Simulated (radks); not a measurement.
Q: All-electron atom: Sc2+ in [Ar] 3d1. Calculated with a radial shooting solver on a logarithmic mesh with Libxc functionals: scalar-relativistic Kohn-Sham, r2SCAN, spin-polarised, spherical densities, finite nucleus; open shells are filled with parallel spins first; meta-GGA in the generalised Kohn-Sham scheme; Fermi nuclear charge, rms radius 3.5459 fm. Some entries of the table are withheld. Estimate them.

orbital  occ.  eigenvalue (hartree)  <r> (bohr)  <1/r> (bohr^-1)
1s down     1             -162.8691     0.07305            20.77
1s up       1             -162.8685     0.07305            20.77
2s up       1             -18.25796      0.3425            4.314
2s down     1             -18.24631      0.3423            4.316
2p up       3                   (1)      0.3073            4.202
2p down     3                   (2)      0.3071            4.204
3s up       1              -2.67477       1.075            1.299
3s down     1              -2.63204       1.075            1.299
3p up       3              -1.85109       1.164            1.171
3p down     3              -1.80738       1.162            1.172
3d up       1              -0.65730       1.554           0.8450
3d down     0              -0.60376       1.530           0.8574

A: 
(1) 2p up eigenvalue (hartree): -15.00543
(2) 2p down eigenvalue (hartree): -14.99646
